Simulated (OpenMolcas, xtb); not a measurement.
**SnSiH6 (SMILES [SiH3][SnH3]): methods side by side**

SnSiH6 has 8 atoms, charge 0, and is taken as a singlet. SMILES: `[SiH3][SnH3]`. The coordinates come from a PBE0-D4/def2-TZVP relaxation.

Each level gives the HOMO–LUMO gap (eV). The values are calculated.

```
                            level            kind     program  value (eV)   CPU time
                         GFN0-xTB  semi-empirical         xtb        5.00  under 2 s
    HF/def2-SVPD (core potential)    Hartree–Fock  OpenMolcas       12.26       30 s
 SVWN5/def2-SVPD (core potential)             LDA  OpenMolcas        5.91       34 s
   PBE/def2-SVPD (core potential)             GGA  OpenMolcas        6.00       44 s
  TPSS/def2-SVPD (core potential)        meta-GGA  OpenMolcas        6.35       92 s
 B3LYP/def2-SVPD (core potential)   global hybrid  OpenMolcas        7.33       73 s
  PBE0/def2-SVPD (core potential)   global hybrid  OpenMolcas        7.80       73 s
B2PLYP/def2-SVPD (core potential)   double hybrid  OpenMolcas        9.50       52 s
```

The values span 5.00 to 12.26 eV. Orbital gaps aren't excitation energies, and those of double hybrids come from the SCF part alone; they tend to grow with the share of exact exchange. Times are those of the runs behind each value, whatever else they computed, on shared processors of several kinds: orders of magnitude only.
